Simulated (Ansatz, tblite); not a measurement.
Removing an electron: AgF2⁻ (the lowest singlet isomer of a short search). The state is a singlet with charge -1. Geometry: r2SCAN-D4/def2-TZVPD. Ansatz, gas phase; energy differences of separate SCF runs; the oxidised species was run as a doublet alone.

```xyz
3

Ag    0.000    0.000    0.000
F     1.814   -0.861    0.008
F    -1.814    0.861   -0.008
```

In the def2 sets Ag takes a core potential; there is no spin–orbit coupling. The xTB rows come from tblite. Correlated methods freeze 2 core orbitals; core or outer-core shells of Ag are correlated, in sets that lack core-valence functions. In CCSD on the charge 0 doublet the largest single amplitude is 0.16, so its Hartree–Fock determinant may place the open shell otherwise than the density functionals do. HOMO above LUMO, or a gap near zero within one spin, warns that the state may not be the lowest or that an electron is smeared out. The structure comes from a short search, and lower isomers may exist.

```json
{"level": "GFN1-xTB", "−HOMO (eV)": "4.16", "vertical IE (eV)": "8.32", "−LUMO (eV)": "-0.17", "HOMO–LUMO gap (eV)": "4.33"}
{"level": "GFN2-xTB", "−HOMO (eV)": "3.99", "vertical IE (eV)": "8.60", "−LUMO (eV)": "-2.57", "HOMO–LUMO gap (eV)": "6.56"}
{"level": "HF/def2-TZVPPD", "−HOMO (eV)": "–", "vertical IE (eV)": "3.60", "−LUMO (eV)": "–", "HOMO–LUMO gap (eV)": "–"}
{"level": "MP2/def2-TZVPPD", "−HOMO (eV)": "–", "vertical IE (eV)": "5.41", "−LUMO (eV)": "–", "HOMO–LUMO gap (eV)": "–"}
{"level": "CCSD(T)/def2-TZVPPD", "−HOMO (eV)": "–", "vertical IE (eV)": "4.80", "−LUMO (eV)": "–", "HOMO–LUMO gap (eV)": "–"}
```

(1) Estimate the rows for PBE-D4/def2-TZVPD, r2SCAN-D4/def2-TZVPD, PBE0-D4/def2-TZVPD, CCSD/def2-TZVPPD.

Results:

(1) 
| level | −HOMO (eV) | vertical IE (eV) | −LUMO (eV) | HOMO–LUMO gap (eV) | remarks |
| --- | --- | --- | --- | --- | --- |
| PBE-D4/def2-TZVPD | 0.79 | 4.36 | -3.07 | 3.86 | gap within one spin near zero (doublet) |
| r2SCAN-D4/def2-TZVPD | 0.93 | 4.42 | -3.44 | 4.37 | – |
| PBE0-D4/def2-TZVPD | 2.07 | 4.56 | -3.81 | 5.88 | – |
| CCSD/def2-TZVPPD | – | 4.79 | – | – | – |

  Raw xTB energy differences between charge states are shifted by several eV; the methods need an empirical correction for them.
